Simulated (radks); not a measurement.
The numbers below are computed, except where a source is named.
Problem. Radial electron density D(r) = 4 pi r^2 rho(r) of an atom or ion with 69 electrons. Level of theory: Dirac Kohn-Sham, PBEsol, spin-unpolarised, spherical densities, point nucleus (a radial shooting solver on a logarithmic mesh with Libxc functionals).

```
   r/bohr * D(r) (the largest magnitude, 124, reaches the edge; | marks zero)
0.0009876 |  *
 0.001159 |  *
 0.001349 |   *
 0.001571 |    *
 0.001829 |     *
 0.002129 |       *
 0.002498 |         *
 0.002908 |           *
 0.003386 |              *
 0.003941 |                 *
 0.004588 |                     *
 0.005385 |                         *
 0.006268 |                            *
 0.007298 |                                *
 0.008496 |                                    *
  0.00997 |                                       *
  0.01161 |                                         *
  0.01351 |                                          *
  0.01573 |                                         *
  0.01831 |                                        *
  0.02149 |                                      *
  0.02502 |                                     *
  0.02912 |                                     *
   0.0339 |                                       *
  0.03947 |                                           *
  0.04632 |                                                 *
  0.05392 |                                                     *
  0.06277 |                                                      *
  0.07308 |                                                    *
  0.08508 |                                               *
  0.09984 |                                          *
   0.1162 |                                         *
   0.1353 |                                            *
   0.1575 |                                                *
   0.1834 |                                                *
   0.2152 |                                          *
   0.2505 |                                *
   0.2916 |                        *
   0.3395 |                      *
   0.3953 |                         *
   0.4638 |                           *
     0.54 |                        *
   0.6286 |                   *
   0.7318 |             *
    0.852 |         *
   0.9998 |      *
    1.164 |     *
    1.355 |    *
    1.577 |  *
    1.851 | *
    2.155 |*
    2.509 |*
    2.921 |*
      3.4 *
     3.99 *
    4.645 *
    5.407 *
    6.295 *
    7.329 *
      8.6 *
    10.01 *
    11.66 *
```

What is the nuclear charge?

Solution. Z = 69. The innermost maximum, from 1s, lies near gamma/Z bohr with gamma = sqrt(1 - (Z/c)^2) = 0.864, here 0.0125 bohr (found: 0.0138), and its height grows with Z. The density is that of neutral thulium in [Xe] 4f11 5d2 6s2; the configuration itself is not fixed sharply by these data, and Z only to a few units. D(r) has 4 maxima, at r = 0.0138, 0.0618, 0.171, 0.464 bohr, and minima at 0.0267, 0.112, 0.329 bohr, inside which lie 2.01, 11.13, 29.59 electrons.
